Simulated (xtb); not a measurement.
Input file for xtb: GFN2-xTB on H2O2Pb (SMILES [OH][Pb][OH]), a point of a torsion scan.

```
$ xtb mol.xyz --gfn 2 --opt vtight --chrg 0 --uhf 0 --input xcontrol
5

O      1.53560085     0.65196931    -0.46354901
Pb    -0.25898752    -0.82194824    -0.71600144
O     -1.36084113     0.04870049    -2.14804769
H      2.22270892    -0.01355656    -0.18844990
H     -1.05840922    -0.02813300    -3.08144025
$constrain
  force constant=1.0
  dihedral: 4,1,2,3,210.0
$end
```

The log:

```
[...]
           -------------------------------------------------
          |                Calculation Setup                |
           -------------------------------------------------



           -------------------------------------------------
          |                 G F N 2 - x T B                 |
           -------------------------------------------------

        Reference                      10.1021/acs.jctc.8b01176
      * Hamiltonian:
        H0-scaling (s, p, d)           1.850000    2.230000    2.230000
        zeta-weighting                 0.500000
      * Dispersion:
        s8                             2.700000
        a1                             0.520000
        a2                             5.000000
        s9                             5.000000
      * Repulsion:
        kExp                           1.500000    1.000000
        rExp                           1.000000
      * Coulomb:
        alpha                          2.000000
        third order                    shell-resolved
        anisotropic                    true
        a3                             3.000000
        a5                             4.000000
        cn-shift                       1.200000
        cn-exp                         4.000000
        max-rad                        5.000000


          ...................................................
          :                      SETUP                      :
          :.................................................:
          :  # basis functions                  14          :
          :  # atomic orbitals                  14          :
          :  # shells                            8          :
          :  # electrons                        18          :
          :  max. iterations                   250          :
          :  Hamiltonian                  GFN2-xTB          :
          :  restarted?                      false          :
          :  GBSA solvation                  false          :
          :  PC potential                    false          :
          :  electronic temp.          300.0000000     K    :
          :  accuracy                    1.0000000          :
          :  -> integral cutoff          0.2500000E+02      :
          :  -> integral neglect         0.1000000E-07      :
          :  -> SCF convergence          0.1000000E-05 Eh   :
          :  -> wf. convergence          0.1000000E-03 e    :
          :  Broyden damping             0.4000000          :
          :  net charge                          0          :
          :  unpaired electrons                  0          :
          ...................................................

 iter      E             dE          RMSdq      gap      omega  full diag
   1    -11.3943453 -0.113943E+02  0.855E+00    4.83       0.0  T
   2    -11.4494694 -0.551241E-01  0.538E+00    2.70       1.0  T
   3    -11.4496789 -0.209442E-03  0.297E+00    2.83       1.0  T
   4    -11.4496622  0.166171E-04  0.315E-01    2.71       1.0  T
   5    -11.4497917 -0.129455E-03  0.132E-01    2.81       1.0  T
   6    -11.4497978 -0.609680E-05  0.311E-02    2.79       1.4  T
   7    -11.4497987 -0.961466E-06  0.235E-02    2.80       1.9  T
   8    -11.4497990 -0.258774E-06  0.174E-03    2.80      25.6  T
   9    -11.4497990 -0.625386E-09  0.108E-03    2.80      41.5  T
  10    -11.4497990 -0.142614E-08  0.268E-04    2.80     167.0  T
  11    -11.4497990  0.176463E-10  0.171E-04    2.80     261.7  T

   *** convergence criteria satisfied after 11 iterations ***

         #    Occupation            Energy/Eh            Energy/eV
      -------------------------------------------------------------
         1        2.0000           -0.8665139             -23.5790
       ...           ...                  ...                  ...
         3        2.0000           -0.6051491             -16.4669
         4        2.0000           -0.5092998             -13.8588
         5        2.0000           -0.4795134             -13.0482
         6        2.0000           -0.4255216             -11.5790
         7        2.0000           -0.4173284             -11.3561
         8        2.0000           -0.3894837             -10.5984
         9        2.0000           -0.3802995             -10.3485 (HOMO)
        10                         -0.2775361              -7.5521 (LUMO)
        11                         -0.1660311              -4.5179
        12                         -0.1037991              -2.8245
        13                          0.1577475               4.2925
        14                          0.1866927               5.0802
      -------------------------------------------------------------
                  HL-Gap            0.1027634 Eh            2.7963 eV
             Fermi-level           -0.3289178 Eh           -8.9503 eV

 SCC (total)                   0 d,  0 h,  0 min,  0.002 sec
 SCC setup                      ...        0 min,  0.000 sec (  3.470%)
 Dispersion    
[...]
    RMSdq      gap      omega  full diag
   1    -11.4830886 -0.114831E+02  0.429E-05    3.49       0.0  T
   2    -11.4830886 -0.112088E-11  0.316E-05    3.49    1414.3  T
   3    -11.4830886 -0.124345E-12  0.184E-05    3.49    2430.5  T

   *** convergence criteria satisfied after 3 iterations ***

         #    Occupation            Energy/Eh            Energy/eV
      -------------------------------------------------------------
         1        2.0000           -0.8576640             -23.3382
       ...           ...                  ...                  ...
         3        2.0000           -0.6174197             -16.8008
         4        2.0000           -0.5002127             -13.6115
         5        2.0000           -0.4873724             -13.2621
         6        2.0000           -0.4110383             -11.1849
         7        2.0000           -0.4083880             -11.1128
         8        2.0000           -0.3942004             -10.7267
         9        2.0000           -0.3887111             -10.5774 (HOMO)
        10                         -0.2602804              -7.0826 (LUMO)
        11                         -0.1307536              -3.5580
        12                         -0.1176244              -3.2007
        13                          0.2366576               6.4398
        14                          0.2472331               6.7276
      -------------------------------------------------------------
                  HL-Gap            0.1284306 Eh            3.4948 eV
             Fermi-level           -0.3244958 Eh           -8.8300 eV

 SCC (total)                   0 d,  0 h,  0 min,  0.001 sec
 SCC setup                      ...        0 min,  0.000 sec (  3.587%)
 Dispersion                     ...        0 min,  0.000 sec (  0.842%)
 classical contributions        ...        0 min,  0.000 sec (  0.312%)
 integral evaluation            ...        0 min,  0.000 sec ( 27.756%)
 iterations                     ...        0 min,  0.000 sec ( 20.127%)
 molecular gradient             ...        0 min,  0.001 sec ( 43.243%)
 printout                       ...        0 min,  0.000 sec (  3.572%)

         :::::::::::::::::::::::::::::::::::::::::::::::::::::
         ::                     SUMMARY                     ::
         :::::::::::::::::::::::::::::::::::::::::::::::::::::
         :: total energy             -11.446476534557 Eh    ::
         :: gradient norm              0.000062334720 Eh/a0 ::
         :: HOMO-LUMO gap              3.494775280867 eV    ::
         ::.................................................::
         :: SCC energy               -11.483088440721 Eh    ::
         :: -> isotropic ES            0.119682447911 Eh    ::
         :: -> anisotropic ES          0.000438314228 Eh    ::
         :: -> anisotropic XC         -0.000976069648 Eh    ::
         :: -> dispersion             -0.001910024085 Eh    ::
         :: repulsion energy           0.036607598713 Eh    ::
         :: add. restraining           0.000004307450 Eh    ::
         :: total charge               0.000000000000 e     ::
         :::::::::::::::::::::::::::::::::::::::::::::::::::::

           -------------------------------------------------
          |                Property Printout                |
           -------------------------------------------------

    * Orbital Energies and Occupations

         #    Occupation            Energy/Eh            Energy/eV
      -------------------------------------------------------------
         1        2.0000           -0.8576640             -23.3382
         2        2.0000           -0.6213119             -16.9068
         3        2.0000           -0.6174197             -16.8008
         4        2.0000           -0.5002127             -13.6115
         5        2.0000           -0.4873724             -13.2621
         6        2.0000           -0.4110383             -11.1849
         7        2.0000           -0.4083880             -11.1128
         8        2.0000           -0.3942004             -10.7267
         9        2.0000           -0.3887111             -10.5774 (HOMO)
        10                         -0.2602804              -7.0826 (LUMO)
        11                         -0.1307536              -3.5580
        12                         -0.1176244              -3.2007
        13                          0.2366576               6.4398
        14                          0.2472331               6.7276
      -------------------------------------------------------------
                  HL-Gap            0.1284306 Eh            3.4948 eV
             Fermi-level           -0.3244958 Eh           -8.8300 eV

     #   Z          covCN         q      C6AA      α(0)
     1   8 O        1.600    -0.673    27.010     7.014
     2  82 Pb       1.598     0.774   426.329    43.283
     3   8 O        1.607    -0.648    26.359     6.929
     4   1 H        0.807     0.262     0.846     1.445
     5   1 H        0.808     0.284     0.769     1.377

 Mol. C6AA /au·bohr⁶  :       1043.895053
 Mol. C8AA /au·bohr⁸  :      95964.697364
 Mol. α(0) /au        :         60.048909


Wiberg/Mayer (AO) data.
largest (>0.10) Wiberg bond orders for each atom

 ---------------------------------------------------------------------------
     #   Z sym  total        # sym  WBO       # sym  WBO       # sym  WBO
 ---------------------------------------------------------------------------
     1   8 O    1.887 --     2 Pb   0.916     4 H    0.914
     2  82 Pb   1.938 --     3 O    0.997     1 O    0.916
     3   8 O    1.960 --     2 Pb   0.997     5 H    0.906
     4   1 H    0.931 --     1 O    0.914
     5   1 H    0.919 --     3 O    0.906
 ---------------------------------------------------------------------------

Topologies differ in total number of bonds
Writing topology from bond orders to xtbtopo.mol

molecular dipole:
                 x           y           z       tot (Debye)
 q only:       -0.184      -1.022       1.347
   full:       -0.010      -1.130       1.547       4.869
Note: The following floating-point exceptions are signalling: IEEE_UNDERFLOW_FLAG IEEE_DENORMAL
normal termination of xtb
molecular quadrupole (traceless):
                xx          xy          yy          xz          yz          zz
 q only:       -1.125      -1.550       4.568      -3.266      -1.207      -3.443
  q+dip:       -1.098      -2.143       4.796      -3.988      -1.720      -3.698
   full:       -1.192      -2.609       5.316      -4.004      -1.348      -4.124

           -------------------------------------------------
          |                Geometry Summary                 |
           -------------------------------------------------

      molecular mass/u    :      241.2315994
   center of mass at/Å    :       -0.3605747      -0.6271545      -0.5749973
  moments of inertia/u·Å² :        0.6210781E+02   0.8914533E+02   0.1509721E+03
rotational constants/cm⁻¹ :        0.2714253E+00   0.1891028E+00   0.1116606E+00

 * 2 selected distances

     #   Z          #   Z                                           value/Å
     1   8 O        4   1 H                                       0.9523226 (min)
     3   8 O        5   1 H                                       0.9527305 (max)

 * 1 distinct bonds (by element types)

   Z      Z             #   av. dist./Å        max./Å        min./Å
   1 H    8 O           2     0.9525265     0.9527305     0.9523226


optimized geometry written to: xtbopt.xyz


           -------------------------------------------------
          | TOTAL ENERGY              -11.446476534557 Eh   |
          | GRADIENT NORM               0.000062334720 Eh/α |
          | HOMO-LUMO GAP               3.494775280867 eV   |
           -------------------------------------------------

------------------------------------------------------------------------
------------------------------------------------------------------------
 total:
 SCF:
 ANC optimizer:
```

The run finished.

Warnings raised: the energy holds the restraint's term.

Cost: roughly 0.05 core-seconds.
